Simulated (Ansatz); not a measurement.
`CS[Si](F)(Cl)Cl` + H₂ → `CS[SiH](F)Cl` + HCl at 500 K and 1 bar (hydrogenolysis of the Si–Cl bond).

Program: Ansatz. Geometries: PBE0-D4/def2-TZVP. ΔE: electronic, gas phase. CCSD(T)/CBS is the MP2 limit (def2-TZVPP, def2-QZVPP) plus CCSD(T) − MP2 in def2-TZVPP, frozen cores. This one scheme is used for every species. One conformer a species, not always the lowest.

| species | CCSD(T)/CBS energy (Eh) | H − E (kJ/mol) | S (J/(mol·K)) |
| --- | --- | --- | --- |
| `CS[Si](F)(Cl)Cl` | -1746.26881 | 173.9 | 460.0 |
| H₂ | -1.17544 | 41.0 | 145.5 |
| `CS[SiH](F)Cl` | -1287.03339 | 185.7 | 424.7 |
| HCl | -460.38127 | 32.5 | 201.9 |

H − E and S are ideal-gas, rigid-rotor, harmonic terms from PBE0-D4/def2-TZVP, for one conformer and one mirror image of each species. The MP2-based limit puts H₂ 0.8 mEh under its directly extrapolated value; such offsets cancel only in part. 1 Eh = 2625.50 kJ/mol, R = 8.31446 J/(mol·K).

Problem. By hand: ΔE, ΔH, ΔS and ΔG.

Solution. ΔE = (-1287.03339) + (-460.38127) − (-1746.26881) − (-1.17544) = 0.02959 Eh = 77.7 kJ/mol. Δ(H − E) = 185.7 + 32.5 − 173.9 − 41.0 = 3.3, so ΔH = 81.0 kJ/mol. ΔS = 424.7 + 201.9 − 460.0 − 145.5 = 21.1 J/(mol·K). ΔG = 81.0 − 500 × (21.1)/1000 = 70.5 kJ/mol.

Problem. By hand: the equilibrium constant, and the temperature at which ΔG would vanish if ΔH and ΔS stayed fixed.

Solution. log₁₀ K = −ΔG/(RT ln 10) = -7.4. ΔG = 0 at ΔH/ΔS = 3839 K, far beyond where these terms or the molecules hold.

ΔH outweighs TΔS. A doubt of 5 kJ/mol in ΔE shifts log₁₀ K by 0.5 here. Other conformers and mirror images would add mixing entropy, several J/(mol·K) or more a flexible species. Modes under 60 cm⁻¹, often nearly free rotors, make the harmonic entropy too high. These are equilibria of isolated gas molecules and say nothing of rates. Largest T1 diagnostic: 0.011 (customary marks: 0.02 for closed shells, 0.045 for open ones).
